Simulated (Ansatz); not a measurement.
C₈H₁₆N₂O (relaxed from a model of 1-butyl-3-methylimidazolium hydroxide, whose bonding it doesn't keep). Total charge 0; singlet. Geometry PBE-D4/def2-SVP, basis def2-TZVP, Ansatz.

Cartesian coordinates in Å:
```
C -3.800 0.437 -0.300
C -2.492 -0.351 -0.383
C -1.861 -0.607 0.989
C -0.525 -1.363 0.958
N 0.558 -0.632 0.313
C 0.780 -0.602 -1.064
C 2.023 0.185 -1.289
N 2.087 0.913 -0.005
C 3.219 1.753 0.305
C 1.345 0.247 0.948
H -4.559 -0.091 0.316
H -4.241 0.602 -1.305
H -3.640 1.436 0.160
H -2.671 -1.329 -0.886
H -1.754 0.180 -1.022
H -1.707 0.360 1.519
H -2.562 -1.197 1.623
H -0.198 -1.602 1.990
H -0.638 -2.329 0.421
H 0.448 -1.445 -1.681
H 2.032 0.913 -2.134
H 3.033 2.304 1.249
H 3.359 2.497 -0.507
H 4.168 1.178 0.402
H 1.245 0.543 1.997
O 3.229 -0.586 -1.562
H 3.122 -1.415 -1.052
```

```tsv
run	HOMO (eV)	LUMO (eV)
A	-3.25	-0.64
B	-3.18	-0.79
C	-3.39	-1.01
D	-3.60	-0.34
E	-4.05	0.01
```

**Question.** The runs used LDA (SPW92), PBE, PBE0, r2SCAN, r2SCANh. Estimate which is which.

**Answer.** A r2SCAN (0 % exact exchange); B PBE (0 % exact exchange); C LDA (SPW92) (0 % exact exchange); D r2SCANh (10 % exact exchange); E PBE0 (25 % exact exchange). Exact exchange lowers occupied and raises empty levels; among semilocal functionals meta-GGAs tend to open the gap a little, and such runs are hard to tell apart. The gap grows from 2.38 eV (LDA (SPW92)) to 4.06 eV (PBE0).
